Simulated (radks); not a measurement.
Pr XV, configuration [Kr] 4d9. All-electron calculation, Dirac Kohn-Sham, BLYP, spin-unpolarised, spherical densities, finite nucleus; open shells fill j = l - 1/2 first; Fermi nuclear charge, rms radius 4.8919 fm. Program: a radial shooting solver on a logarithmic mesh with Libxc functionals.

Spin-orbit splittings of the eigenvalues, e(l+1/2) - e(l-1/2), with zeta = 2 splitting/(2l+1) and mean radii in bohr:

| shell | occ. | splitting (eV) | zeta (eV) | <r> j=l-1/2 | <r> j=l+1/2 |
|---|---|---|---|---|---|
| 2p | 6 | 482.5 | 321.7 | 0.08604 | 0.09234 |
| 3p | 6 | 95.82 | 63.88 | 0.2614 | 0.2736 |
| 3d | 10 | 20.66 | 8.266 | 0.2448 | 0.2486 |
| 4p | 6 | 22.15 | 14.77 | 0.6213 | 0.6455 |
| 4d | 9 | ? | ? | 0.6753 | 0.6830 |

Estimate the 4d splitting.

Answer. 4.160 eV (zeta = 1.664 eV).
